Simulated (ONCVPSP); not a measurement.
# tellurium (Te): excitation energies, all-electron against ONCV

```
Element                 : Te
Generator               : ONCVPSP 4.0.1
Type                    : optimised norm-conserving Vanderbilt (ONCV)
Functional              : PBE
Relativity              : scalar-relativistic
Frozen core             : [Kr]
Valence charge          : 16
Reference configuration : 4d10 5s2 5p4
Partial waves           : 5s: rc 1.55 bohr, ncon 4, nbas 9, qcut 3.8 1/bohr, 2 projectors, debl 3.7 Ha; 5p: rc 2.25 bohr, ncon 4, nbas 8, qcut 4 1/bohr, 1 projector; 4d: rc 1.50 bohr, ncon 4, nbas 8, qcut 12.2 1/bohr, 1 projector
Local potential         : polynomial inside 1.50 bohr (lpopt 2, dvloc0 4 Ha)
Core correction         : Teter function, fcfact 3.75, rcfact 1.3
```

Energies are relative to the spin-unpolarised reference configuration 4d10 5s2 5p4; without spin polarisation the order of configurations can differ from experiment.

```tsv
valence configuration	charge	ΔE all-electron (eV)	error AE − PS (meV)
4d10 5s2 5p1	+3	54.552	+5.4
4d9 5s2 5p5	0	38.256	-370
```

(1) What are ΔE and the potential's error for 4d10 5s2 5p3?

(2) What are ΔE and the potential's error for 4d10 5s2 5p2?

## Answers

(1) ΔE = 9.729 eV all-electron; the error (AE − PS) is -0.3 meV.

(2) ΔE = 27.654 eV all-electron; the error (AE − PS) is +2.4 meV.
